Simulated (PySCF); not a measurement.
**Zn³⁺ (zinc, charge +3) across methods**

[Ar] 3d9, 2D determinant. Calculation: PySCF 2.14, in x2c-TZVPPall; the spin-free X2C one-electron Hamiltonian (Gaussian nucleus). The B2PLYP total includes its PT2 part (frozen core); its orbital energies are those of the SCF part.

```csv
method,E (hartree),mean ε 3p β (eV),mean ε 3d α (eV),mean ε 3d β (eV),Σ⟨r²⟩ (bohr²),⟨S²⟩
PBE0,-1793.178,-129.85,-54.601,-53.270,12.67,0.750
PBE,-1793.141,-124.28,-51.261,-50.062,12.78,0.750
r2SCAN,-1793.389,-126.53,-51.708,-50.399,12.66,0.750
UHF,-1791.98868,-145.30,-63.619,-61.819,12.48,0.751
B2PLYP,-1793.136,-135.65,-58.027,-56.556,12.62,0.751
LDA,-1790.348,-124.25,-51.591,-50.342,12.79,0.750
HSE06,-1793.182,-129.45,-54.162,-52.836,12.69,0.750
r2SCAN0,-1793.367,-131.44,-54.962,-53.552,12.60,0.751
M06-L,-1793.376,-126.37,-51.342,-49.885,12.55,0.751
```
